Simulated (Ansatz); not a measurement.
Ansatz (a program for electronic structure) input (B3LYP-D3(BJ)/def2-TZVP):

Ansatz 0.2 input:
```yaml
crystal:
  periodic: [false, false, false]
  atoms:
    - {symbol: Si, position_ang: [0.05254449, 0.09148192, -0.06562560]}
    - {symbol: Br, position_ang: [-0.55382738, 0.68334570, 2.04273346]}
    - {symbol: O, position_ang: [0.66923777, 1.46782710, -0.89074075]}
    - {symbol: O, position_ang: [-1.32248491, -0.53988962, -0.86859860]}
    - {symbol: O, position_ang: [1.23226317, -1.15361695, 0.04628654]}
    - {symbol: H, position_ang: [-1.97845913, 0.20806047, -0.85603849]}
    - {symbol: H, position_ang: [1.98008173, -0.66814413, 0.55735380]}
basis:
  gaussian:
    orbitals: def2-TZVP
hamiltonian:
  xc: b3lyp
  dispersion: d3bj
magnetization: {spin_polarized: true, initial_magnetization: 1}
relax: {f_tol: 0.002, max_steps: 150}
```

Output:

```
Functional definition: B3LYP
integrals: 0.12 GiB planned
1215 factors; their error is unknown
mean field: 1.52 GiB planned
mean field evaluation 1: about -84081.6745 eV, gradient 7.4e1 eV
mean field evaluation 2: about -83808.3593 eV, gradient 1.9e2 eV
mean field evaluation 4: about -84093.8471 eV, gradient 5.0e1 eV
mean field evaluation 8: about -84104.0889 eV, gradient 7.0e-1 eV
mean field evaluation 16: about -84104.4695 eV, gradient 1.4e-2 eV
mean field evaluation 32: about -84104.4695 eV, gradient 2.9e-5 eV
mean field -84104.46950332 eV, -3090.7822461901 hartree, gradient 1.8e-7 eV, S^2 0.753993; 2 other end points of the search recorded, 0 dependent functions left out
the calculation of the forces begins
reference -84104.46974549 eV, -3090.7822550898 hartree; 38, 37 occupied and 152, 153 virtual orbitals, 1215 factors
relax step   1: F+E_penalty+E_count = -84104.77332408 eV  Δ(F+E_penalty+E_count) = +0.000e0 eV  max|allowed force component| = 3.214e0 eV/Å  Δτ_max = 0.0000 Å  (152 SCF iters, accepted)
these checks for a lower state are left out or cut short: starts, cluster_reference, orbital_swaps, neighbouring_geometries, increment
integrals: 0.12 GiB planned
1215 factors; their error is unknown
mean field: 1.52 GiB planned
mean field -84104.87560182 eV, -3090.7971700346 hartree, gradient 5.3e-6 eV, S^2 0.754173; 0 other end points of the search recorded, 0 dependent functions left out
the calculation of the forces begins
reference -84104.87583815 eV, -3090.7971787197 hartree; 38, 37 occupied and 152, 153 virtual orbitals, 1215 factors
relax step   2: F+E_penalty+E_count = -84105.18286680 eV  Δ(F+E_penalty+E_count) = -4.095e-1 eV  max|allowed force component| = 1.835e0 eV/Å  Δτ_max = 0.1901 Å  (66 SCF iters, accepted)
these checks for a lower state are left out or cut short: starts, cluster_reference, orbital_swaps, neighbouring_geometries, increment
integrals: 0.12 GiB planned
1215 factors; their error is unknown
mean field: 1.53 GiB planned
mean field evaluation 64: about -84104.7105 eV, gradient 8.9e-1 eV
mean field -84105.10984366 eV, -3090.8057782637 hartree, gradient 2.1e-5 eV, S^2 0.755747; 0 other end points of the search recorded, 0 dependent functions left out
the calculation of the forces begins
reference -84105.11007894 eV, -3090.8057869099 hartree; 38, 37 occupied and 152, 153 virtual orbitals, 1215 factors
relax step   3: F+E_penalty+E_count = -84105.41909401 eV  Δ(F+E_penalty+E_count) = -2.362e-1 eV  max|allowed force component| = 8.189e-1 eV/Å  Δτ_max = 0.1999 Å  (69 SCF iters, accepted)
these checks for a lower state are left out or cut short: starts, cluster_reference, orbital_swaps, neighbouring_geometries, increment
integrals: 0.12 GiB planned
1215 factors; their error is unknown
mean field: 1.53 GiB planned
mean field -84105.13771845 eV, -3090.8068026430 hartree, gradient 7.9e-6 eV, S^2 0.755613; 0 other end points of the search recorded, 0 dependent functions left out
the calculation of the forces begins
reference -84105.13795298 eV, -3090.8068112621 hartree; 38, 37 occupied and 152, 153 virtual orbitals, 1215 factors
relax step   4: F+E_penalty+E_count = -84105.44625049 eV  Δ(F+E_penalty+E_count) = -2.716e-2 eV  max|allowed force component| = 7.334e-1 eV/Å  Δτ_max = 0.0432 Å  (67 SCF iters, accepted)
these checks for a lower state are left out or cut short: starts, cluster_reference, orbital_swaps, neighbouring_geometries, increment
integrals: 0.12 GiB planned
1215 factors; their error is unknown
mean field: 1.53 GiB planned
mean field -84105.15433182 eV, -3090.8074131732 hartree, gradient 1.5e-5 eV, S^2 0.755543; 0 other end points of the search recorded, 0 dependent functions left out
the calculation of the forces begins
reference -84105.15456587 eV, -3090.8074217743 hartree; 38, 37 occupied and 152, 153 virtual orbitals, 1215 factors
relax step   5: F+E_penalty+E_count = -84105.46222012 eV  Δ(F+E_penalty+E_count) = -1.597e-2 eV  max|allowed force component| = 1.957e-1 eV/Å  Δτ_max = 0.0285 Å  (49 SCF iters, accepted)
these checks for a lower state are left out or cut short: starts, cluster_reference, orbital_swaps, neighbouring_geometries, increment
integrals: 0.12 GiB planned
1215 factors; their error is unknown
mean field: 1.53 GiB planned
mean field evaluation 96: about -84105.1613 eV, gradient 2.8e-3 eV
mean field -84105.16128906 eV, -3090.8076688471 hartree, gradient 1.8e-5 eV, S^2 0.755431; 0 other end points of the search recorded, 0 dependent functions left out
the calculation of the forces begins
reference -84105.16152256 eV, -3090.8076774280 hartree; 38, 37 occupied and 152, 153 virtual orbitals, 1215 factors
relax step   6: F+E_penalty+E_count = -84105.46812421 eV  Δ(F+E_penalty+E_count) = -5.904e-3 eV  max|allowed force component| = 1.057e-1 eV/Å  Δτ_max = 0.0446 Å  (65 SCF iters, accepted)
these checks for a lower state are left out or cut short: starts, cluster_reference, orbital_swaps, neighbouring_geometries, increment
integrals: 0.12 GiB planned
1215 factors; their error is unknown
mean field: 1.53 GiB planned
mean field -84105.16259332 eV, -3090.8077167777 hartree, gradient 2.3e-5 eV, S^2 0.755446; 0 other end points of the search recorded, 0 dependent functions left out
the calculation of the forces begins
reference -84105.16282689 eV, -3090.8077253615 hartree; 38, 37 occupied and 152, 153 virtual orbitals, 1215 factors
relax step   7: F+E_penalty+E_count = -84105.46976163 eV  Δ(F+E_penalty+E_count) = -1.637e-3 eV  max|allowed force component| = 1.507e-2 eV/Å  Δτ_max = 0.0215 Å  (61 SCF iters, accepted)
these checks for a lower state are left out or cut short: starts, cluster_reference, orbital_swaps, neighbouring_geometries, increment
integrals: 0.12 GiB planned
1215 factors; their error is unknown
mean field: 1.53 GiB planned
mean field -84105.16255226 eV, -3090.8077152689 hartree, gradient 1.7e-5 eV, S^2 0.755427; 0 other end points of the search recorded, 0 dependent functions left out
the calculation of the forces begins
reference -84105.16278576 eV, -3090.8077238497 hartree; 38, 37 occupied and 152, 153 virtual orbitals, 1215 factors
relax step   8: F+E_penalty+E_count = -84105.46984236 eV  Δ(F+E_penalty+E_count) = -8.073e-5 eV  max|allowed force component| = 1.723e-2 eV/Å  Δτ_max = 0.0085 Å  (61 SCF iters, accepted)
these checks for a lower state are left out or cut short: starts, cluster_reference, orbital_swaps, neighbouring_geometries, increment
integrals: 0.12 GiB planned
1215 factors; their error is unknown
mean field: 1.53 GiB planned
mean field -84105.16253247 eV, -3090.8077145416 hartree, gradient 2.2e-5 eV, S^2 0.755417; 0 other end points of the search recorded, 0 dependent functions left out
the calculation of the forces begins
reference -84105.16276593 eV, -3090.8077231212 hartree; 38, 37 occupied and 152, 153 virtual orbitals, 1215 factors
relax step   9: F+E_penalty+E_count = -84105.46983896 eV  Δ(F+E_penalty+E_count) = +3.401e-6 eV  max|allowed force component| = 8.292e-3 eV/Å  Δτ_max = 0.0024 Å  (61 SCF iters, rejected (line search))
these checks for a lower state are left out or cut short: starts, cluster_reference, orbital_swaps, neighbouring_geometries, increment
integrals: 0.12 GiB planned
1215 factors; their error is unknown
mean field: 1.53 GiB planned
mean field evaluation 128: about -84105.1625 eV, gradient 2.8e-3 eV
mean field -84105.16254303 eV, -3090.8077149295 hartree, gradient 1.5e-5 eV, S^2 0.755421; 0 other end points of the search recorded, 0 dependent functions left out
the calculation of the forces begins
reference -84105.16277650 eV, -3090.8077235097 hartree; 38, 37 occupied and 152, 153 virtual orbitals, 1215 factors
relax step  10: F+E_penalty+E_count = -84105.46985329 eV  Δ(F+E_penalty+E_count) = -1.093e-5 eV  max|allowed force component| = 1.543e-3 eV/Å  Δτ_max = 0.0012 Å  (64 SCF iters, accepted)
integrals: 0.12 GiB planned
1215 factors; their error is unknown
mean field: 1.53 GiB planned
mean field evaluation 160: about -84105.1625 eV, gradient 8.2e-4 eV
mean field -84105.16254303 eV, -3090.8077149295 hartree, gradient 1.4e-5 eV, S^2 0.755421; 3 other end points of the search recorded, 0 dependent functions left out
the calculation of the forces begins
reference -84105.16277650 eV, -3090.8077235097 hartree; 38, 37 occupied and 152, 153 virtual orbitals, 1215 factors
Total energy: -84105.47008677 eV, -3090.8190169535 hartree
Atom 0 at     0.047805     0.104041    -0.048543 Å, force    -0.000403    -0.001543     0.000047 eV/Å
Atom 1 at    -0.478003     0.940317     1.969899 Å, force    -0.000135     0.000067     0.000503 eV/Å
Atom 2 at     0.561502     1.567540    -0.548368 Å, force     0.000357     0.000786    -0.000621 eV/Å
Atom 3 at    -1.217258    -0.553144    -0.815176 Å, force     0.000052     0.000147     0.000006 eV/Å
Atom 4 at     1.135084    -1.093028     0.021157 Å, force     0.000075     0.000205    -0.000131 eV/Å
Atom 5 at    -1.966460     0.016282    -1.010844 Å, force     0.000070     0.000195     0.000053 eV/Å
Atom 6 at     1.996686    -0.892943     0.397245 Å, force    -0.000017     0.000144     0.000143 eV/Å
Dipole moment:    -0.039764    -0.043519     0.083661 e Å
```

It need not be the lowest isomer of its formula.
